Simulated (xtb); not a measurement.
C₈H₉ (SMILES [CH2]c1ccc(C)cc1), doublet, geometry from GFN2-xTB. Base run: GFN2-xTB (xtb 6.7.1).

Geometry (Å):
```xyz
17

C     -2.8694     0.0423     0.0406
C     -1.4925     0.0206     0.0208
C     -0.7696    -1.1067    -0.4612
C      0.6007    -1.1187    -0.4756
C      1.3405    -0.0258    -0.0177
C      2.8352    -0.0324    -0.0411
C      0.6472     1.0926     0.4592
C     -0.7209     1.1252     0.4821
H     -3.4455    -0.7952    -0.3093
H     -3.4086     0.8974     0.4063
H     -1.3264    -1.9609    -0.8182
H      1.1244    -1.9890    -0.8469
H      3.2186    -1.0158    -0.3020
H      3.2352     0.2548     0.9309
H      3.2046     0.6868    -0.7736
H      1.2117     1.9435     0.8154
H     -1.2406     1.9961     0.8543
```
Charge 0, spin multiplicity 2.
All else is at xtb's defaults.
Base energy -21.64860 Eh.

The base run was repeated with changes; each row names its change, and settings that it needs were set with it.

| change | ΔE vs base (kJ/mol) | dipole (D) | G_solv (kcal/mol) | SCF cycles |
|---|---|---|---|---|
| base | 0.00 | 0.85 | - | 10 |
| acc = 0.0001 | 0.00 | 0.85 | - | 18 |
| acc = 30 | 0.00 | 0.84 | - | 8 |
| etemp = 10000 | -117.9 | 1.30 | - | 11 |
| alpb = thf | -26.8 | 1.06 | -6.47 | 10 |
| alpb = methanol | -24.41 | 1.12 | -5.92 | 10 |
| alpb = benzene | -25.80 | 0.99 | -6.18 | 10 |

ALPB and GBSA are two models with their own fitted parameters for each solvent, which aren't always the measured dielectric constant.
